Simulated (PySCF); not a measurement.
# Telling isomers of C$_{6}$H$_{11}$NOSi apart by NMR

No solvent model, no relativistic terms, equivalent nuclei averaged, one computed conformer. Geometry: GFN2-xTB; NMR shieldings at PBE0/pcSseg-1/GIAO; PySCF 2.14.

Chemical shifts δ = σref − σ; 1H and 13C vs TMS, all at this level. Where no couplings were computed, multiplicities follow the n + 1 count of equivalent neighbours, and m marks all less simple cases (inequivalent or close neighbours, rings, F or P nearby). Shifts are as computed. Against solution values, carbons near 30 ppm lie about +3 ppm off and those near 130 ppm about +5 ppm. Of 1309 compounds with measured shifts, 239 miss one by over three times the rms of a fit or turn the order of signals round; such compounds aren't used in these exercises. OH and NH positions are gas-phase values without hydrogen bonding to other molecules.

(1) Tabulate the signals of `C[SiH2]c1ccc(CN)o1`, `C[C@@H]([SiH3])[C@@](C)(C#N)C=O` and their relative energies.

(2) What is the quickest way to tell C[SiH2]c1ccc(CN)o1 from C[C@@H]([SiH3])[C@@](C)(C#N)C=O?

## Answers

(1) 
| SMILES | carbon types | δC | δH | E rel. (kcal/mol) |
| --- | --- | --- | --- | --- |
| C[SiH2]c1ccc(CN)o1 | 2×C 2×CH 1×CH2 1×CH3 | 173.5, 154.0, 129.8, 111.8, 45.4, -9.3 | 6.93 (m, 1H), 6.44 (m, 1H), 4.74 (q, 2H), 3.96 (s, 2H), 0.78 (br s, 2H), 0.37 (t, 3H) | 0.0 |
| C[C@@H]([SiH3])[C@@](C)(C#N)C=O | 2×C 2×CH 2×CH3 | 201.6, 123.0, 49.6, 20.5, 16.9, 15.1 | 9.70 (s, 1H), 3.69 (d, 3H), 1.81 (m, 1H), 1.48 (s, 3H), 1.41 (d, 3H) | 17.3 |

Energies are electronic energies at PBE0/pcSseg-1 on these geometries, without zero-point or thermal terms, each for the one conformer computed, which needn't be the lowest.

(2) Both give the same number of carbon signals, but DEPT or the intensities differ. The first has an aromatic CH at 129.8 ppm, the second an aldehyde carbonyl carbon (CH) at 201.6 ppm. Their most deshielded carbons lie at 173.5 and 201.6 ppm. In the proton spectra the most deshielded non-exchanging signals are 6.93 (m, 1H) and 9.70 (s, 1H).
